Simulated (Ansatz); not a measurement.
Clusters of 6 atoms, halide: gap (eV) at several levels, gas phase, relaxed structures; Ansatz. Clusters are the lowest isomers that short searches found in that spin, judged at the geometry's level. Core potentials for Ag, Au, Rb, Tl in the def2 sets, no spin–orbit coupling. HOMO and LUMO are taken over both spins. Singlets are spin-restricted. A dash marks a value that wasn't run or was left out as unsound. The structures are stationary points that may keep the symmetry of their start. Remarks come from the PBE and PBE0 runs and from stability tests at other levels; not every state was tested.

| species | state | geometry | PBE-D4/def2-SVP | PBE-D4/def2-TZVP | r2SCAN-D4/def2-TZVP | PBE0-D4/def2-SVP | remarks |
| --- | --- | --- | --- | --- | --- | --- | --- |
| K3H3⁺ | doublet | B3LYP-D4/def2-TZVP | 0.68 | 0.68 | 1.15 | 1.67 | – |
| Rb3F3 | singlet | PBE0-D4/def2-SVP | 3.07 | 3.55 | 4.41 | 5.24 | – |
| Ag3H3⁺ | doublet | B3LYP-D4/def2-TZVP | 0.62 | 0.63 | 1.15 | 2.38 | – |
| H3Au3 | singlet | PBE-D4/def2-TZVP | 3.24 | 3.13 | 3.47 | 4.83 | – |
| Cu2Br4 | singlet | r2SCAN-D4/def2-SVP | 0.27 | 0.29 | 0.37 | – | restricted singlet, untested |
| Cu3F3 | singlet | r2SCAN-D4/def2-SVP | 2.49 | 2.54 | 2.86 | 5.14 | – |
| Tl3Cl3⁺ | doublet | PBE-D4/def2-SVP | 0.49 | 0.50 | 0.89 | 2.17 | – |
| Li3Br3 | singlet | PBE0-D4/def2-SVP | 5.29 | 5.39 | 6.30 | 7.13 | – |
| Na3Cl3⁺ | doublet | B3LYP-D4/def2-SVP | 1.02 | 1.04 | 1.59 | 3.36 | – |
| Li3H3⁺ | doublet | PBE0-D4/def2-TZVP | 1.79 | 1.74 | 2.87 | 3.05 | – |

Question: Estimate the column for PBE0-D4/def2-TZVP.

Answer: K3H3⁺ 1.69; Rb3F3 5.80; Ag3H3⁺ 2.41; H3Au3 4.74; Cu2Br4 1.48; Cu3F3 5.19; Tl3Cl3⁺ 2.19; Li3Br3 7.22; Na3Cl3⁺ 3.40; Li3H3⁺ 3.00.
